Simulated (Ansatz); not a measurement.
Reaction (substitution at a C–B bond): `BC1=CCO1` + HCl → `ClC1=CCO1` + BH₃

Isolated molecules relaxed with PBE0-D4/def2-TZVP in Ansatz; ΔE leaves out vibrations. CBS: MP2 limit from def2 TZ/QZ plus the TZ coupled-cluster correction, frozen cores. This one scheme is used for every species. DFT in def2-TZVPP.

```csv
level,ΔE (eV)
r2SCAN0-D4,0.94
BHLYP-D4,0.96
PBE-QIDH,0.91
PBE,0.97
PBE0,0.95
LC-ωPBE,0.89
MP2/def2-SVP,0.91
CCSD/def2-SVP,0.96
```

Question: What does CCSD(T)/CBS give? (An estimate is asked.)

Answer: Computed: +0.96 eV. The listed levels differ from it by -0.02, 0.00, -0.05, 0.01, -0.01, -0.07, -0.05, 0.00 eV.

Largest T1 diagnostic among the species: 0.014.

Leaving LDA and LC-ωPBE aside and taking each functional with its dispersion term where it has one, the values, not all of them listed here, spread over 0.10 eV, from ωB97X-V to B97M-V. LDA lies +0.06 eV from PBE without D4.
